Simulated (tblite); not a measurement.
CH₄Al, charge +1, singlet, at a GFN2-xTB geometry (such geometries of metal compounds can be far from the true shape); GFN1-xTB (tblite).

tblite was given this input:
```
$ tblite run mol.xyz --method gfn1 --charge 1 --spin 0 --etemp 2000 --json tblite.json --no-restart

# file mol.xyz
6

Al    -0.40372811    -0.55969075    -0.27304843
C      0.65342966     0.90115300     0.44330368
H      0.44037702     1.04689505     1.51606011
H      0.41166303     1.83511119    -0.09217770
H      1.73122440     0.69743419     0.32373917
H     -1.25537700    -1.71037874    -0.85781407
```

Problem. What does tblite print? Leave out banner, timings and long lists.

Solution. 
```
xTB calculator
 | screened Coulomb repulsion
 | Coulomb electrostatics
 |  * isotropic Klopman-Ohno-Mataga-Nishimoto electrostatics
 |  * onsite third-order electrostatics
 | DFT-D3(BJ) dispersion correction

halogen bonding energy    0.0000000000000E+00 Eh
repulsion energy          5.8887464607176E-02 Eh
dispersion energy        -1.0804863211346E-03 Eh
number of electrons       1.0000000000000E+01 e
integral cutoff           4.0000000000000E+01 bohr

------------------------------------------------------------
  cycle        total energy    energy error   density error
------------------------------------------------------------
      1     -4.883657695571  -4.9414647E+00   5.7436892E-01
      2     -5.034363911207  -1.5070622E-01   2.0746431E-01
      3     -5.041272350019  -6.9084388E-03   1.4990350E-01
      4     -5.046057191750  -4.7848417E-03   2.1294579E-02
      5     -5.046450756233  -3.9356448E-04   1.2406674E-02
      6     -5.046640632872  -1.8987664E-04   2.3220240E-03
      7     -5.046654942534  -1.4309662E-05   1.0126173E-04
      8     -5.046654943902  -1.3683472E-09   3.7485242E-05
      9     -5.046654945405  -1.5025829E-09   9.2450061E-08
------------------------------------------------------------

electronic energy        -5.1044619236906E+00 Eh
total energy             -5.0466549454046E+00 Eh

Post processing:
 | Mayer-Wiberg bond orders

[Info] JSON dump of results written to 'tblite.json'
```
